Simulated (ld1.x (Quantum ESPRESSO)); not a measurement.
u(r) = r·R(r): atom against pseudo-atom (Ga (Z = 31))

Columns: radius, all-electron u(r) and pseudo u(r) of the 3d shell (level -19.15 eV) of gallium in the configuration [Ar] 3d10 4s2 4p1; PBE, scalar-relativistic, TM semilocal scheme, ld1.x (Quantum ESPRESSO) 7.5.

```
r (bohr)  all-electron  pseudo
   0.105        0.1591  0.0325
   0.210        0.5449  0.2236
   0.315        0.8673  0.5833
   0.420        1.0437  0.9601
   0.525        1.0966  1.1844
   0.630        1.0706  1.2094
   0.735        1.0028  1.1059
   0.840        0.9169  0.9655
   0.945        0.8263  0.8400
   1.050        0.7380  0.7396
   1.155        0.6554  0.6554
   1.260        0.5800  0.5800
   1.365        0.5121  0.5121
   1.470        0.4516  0.4516
   1.575        0.3978  0.3978
   1.680        0.3504  0.3504
   1.785        0.3086  0.3086
   1.890        0.2717  0.2717
   1.995        0.2393  0.2393
   2.100        0.2107  0.2107
   2.205        0.1855  0.1855
   2.310        0.1634  0.1634
   2.415        0.1439  0.1439
   2.520        0.1268  0.1268
   2.625        0.1116  0.1116
   2.730        0.0983  0.0983
```

How many radial nodes do the two functions have?

The all-electron 3d function has n − l − 1 = 0; the pseudo-wave has 0.

At about which radius was the pseudo-wave matched?

1.20 bohr, where the columns begin to agree (steps of 0.10 bohr).

Is the pseudo-wave norm-conserving?

Yes: the TM semilocal scheme keeps the norm inside the radius equal to the all-electron one, which fixes the energy derivative of the logarithmic derivative at the level.
